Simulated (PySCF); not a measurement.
Vertical excitations of a molecule C3H6F2Si from TDDFT-B3LYP/def2-SVPD (PySCF), as energy in eV (oscillator strength): 6.02 (0.003), 6.74 (0.201), 6.80 (0.142), 7.04 (0.061), 7.21 (0.003), 7.28 (0.004), 7.65 (0.053), 7.92 (0.022), 8.29 (0.042), 8.40 (0.016). Lowest triplet (TDA): 4.43 eV. Coordinates come from a PBE0-D3(BJ)/def2-SVP optimisation. One conformer was computed; it need not be the lowest.

Q: Which structure fits?
A) FC(F)=CC[SiH3]
B) C=C[Si](C)(F)F
C) C[Si@H](F)/C=C\F
D) FC1(F)CC[SiH2]1

A: A, FC(F)=CC[SiH3]
